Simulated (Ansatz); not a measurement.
Reaction (silylene loss): `[NH2][GaH][O][SiH3]` → `[NH2][GaH][OH]` + `[SiH2]`

Gas-phase electronic energies from Ansatz, PBE0-D4/def2-TZVP geometries. CCSD(T)/CBS is the MP2 limit (def2-TZVPP, def2-QZVPP) plus CCSD(T) − MP2 in def2-TZVPP, frozen cores. This one scheme is used for every species. Functionals use def2-TZVPP. B3LYP here is the variant with VWN-RPA as its local correlation; programs differ in this. HSE06 is defined as in plane-wave codes. For Ga outer-core shells are correlated without core-valence functions, which leaves a few kJ/mol of doubt a bond. Scalar relativity is left out up to krypton. Each species was taken in one conformer, which may not be the lowest.

| level | ΔE (kJ/mol) | difference from CCSD(T)/CBS |
| --- | --- | --- |
| revPBE-D4 | 324.4 | -16.4 |
| BLYP-D4 | 323.9 | -16.9 |
| HSE06-D4 | 344.5 | 3.7 |
| ωB97X-V | 350.6 | 9.8 |
| B2PLYP | 340.1 | -0.7 |
| PBE | 323.0 | -17.8 |
| BLYP | 309.1 | -31.7 |
| B3LYP | 326.9 | -13.9 |
| BHLYP | 346.6 | 5.8 |
| CAM-B3LYP | 342.8 | 2.0 |
| RPA@PBE/def2-TZVPP | 318.7 | -22.1 |
| MP2/def2-SVP | 347.5 | 6.7 |
| CCSD/def2-SVP | 323.2 | -17.6 |
| HF/def2-TZVPP | 344.3 | 3.5 |
| MP2/def2-QZVPP | 360.6 | 19.8 |
| CCSD/CBS(def2) | 339.2 | -1.6 |
| CCSD(T)/CBS | 340.8 | 0 |

Task: What do rigid-rotor, harmonic-oscillator terms from PBE0-D4/def2-TZVP frequencies (298.15 K, 1 bar) make of the CCSD(T)/CBS value? (Estimate.)

Result: The calculation gave: ΔZPE = -11.3 kJ/mol, ΔH = +333.2 kJ/mol, ΔS = 138 J/(mol·K), ΔG = +292.0 kJ/mol. Modes under 50 cm⁻¹ make the entropy rough.

Largest T1 diagnostic among the species: 0.014.

From PBE to PBE0 (25 % exact exchange), in def2-TZVPP and without D4, ΔE moves by +15.5 kJ/mol. The D4 term adds +11.7 kJ/mol with B3LYP and +6.4 kJ/mol with PBE0; it sums over pairs of atoms, weighted by their polarisabilities, and B3LYP, whose exchange is more repulsive, gets the larger term. At CCSD(T), def2-SVP lies −15.8 kJ/mol from the extrapolated value and def2-TZVPP −4.7 kJ/mol.
